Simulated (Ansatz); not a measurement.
`C=C[Si@@H](O)[Si@@H](O)F` + CH₄ → `C[Si@H](O)[Si@H](O)F` + `C=C`  (formal exchange of groups at the Si–C bond)

Computed with Ansatz on PBE0-D4/def2-TZVP structures; ΔE is electronic, products minus reactants. CBS: MP2 limit from def2 TZ/QZ plus the TZ coupled-cluster correction, frozen cores. This one scheme is used for every species. Functionals use def2-TZVPP. B3LYP here is the variant with VWN-RPA as its local correlation; programs differ in this. One conformer a species, not always the lowest.

```
             level  ΔE (kJ/mol)  difference from CCSD(T)/CBS
         r2SCAN-D4          7.8                          1.5
           PBE0-D4          6.9                          0.6
          B3LYP-D4          9.0                          2.7
           ωB97M-V          4.4                         -1.9
            B2PLYP          6.7                          0.4
               PBE          5.9                         -0.4
              PBE0          4.9                         -1.4
             B3LYP          5.7                         -0.6
    MP2/def2-TZVPP          8.3                          2.0
SCS-MP2/def2-TZVPP          7.8                          1.5
   CCSD/def2-TZVPP          5.4                         -0.9
    MP2/def2-QZVPP          8.3                          2.0
SCS-MP2/def2-QZVPP          7.7                          1.4
      HF/CBS(def2)          5.1                         -1.2
     MP2/CBS(def2)          8.2                          1.9
    CCSD/CBS(def2)          5.3                         -1.0
       CCSD(T)/CBS          6.3                            0
```

Largest T1 diagnostic among the species: 0.012.

The D4 term adds +3.3 kJ/mol with B3LYP and +2.0 kJ/mol with PBE0; it sums over pairs of atoms, weighted by their polarisabilities, and B3LYP, whose exchange is more repulsive, gets the larger term.
